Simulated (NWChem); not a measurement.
Molecule: C$_{2}$H$_{3}$ClO$_{2}$Si; SMILES C#C[Si](O)(O)Cl

```xyz
9

C      1.0058     2.6852     0.0302
C      0.4508     1.6039    -0.0023
Si    -0.3701    -0.0175    -0.0053
O     -1.3054    -0.2735     1.3245
O     -1.3253    -0.0920    -1.3321
Cl     1.1039    -1.4646    -0.0494
H      1.4959     3.6429     0.0523
H     -0.8641    -0.4591     2.1586
H     -1.9111    -0.8523    -1.4030
```
Atoms are numbered in this order, from 1.

All runs: NWChem. Medium grid unless said otherwise, to which SCAN and Minnesota functionals are sensitive. Structure relaxed at the PBE0/def2-SVP level. Total energies of different functionals are on different scales.

```tsv
level	energy (Ha)	highest occupied level (eV)	orbital gap (eV)	dipole (D)	relative time
B3LYP/def2-SVP	-977.8650	-8.04	7.72	1.31	1
PBE/def2-SVP	-977.2365	-7.01	5.91	1.29	1
r2SCAN/def2-SVP	-977.6633	-7.39	6.45	1.34	1
LC-BLYP (range parameter 0.33 per bohr)/def2-SVP	-976.9212	-10.65	12.64	1.33	4
B3PW91/def2-SVP	-977.6714	-8.17	7.77	1.33	1
B97-D/def2-SVP	-977.7041	-6.99	5.99	1.30	1
BHandHLYP/def2-SVP	-977.7158	-9.48	10.42	1.36	1
```

Times are rough ratios from one shared machine.
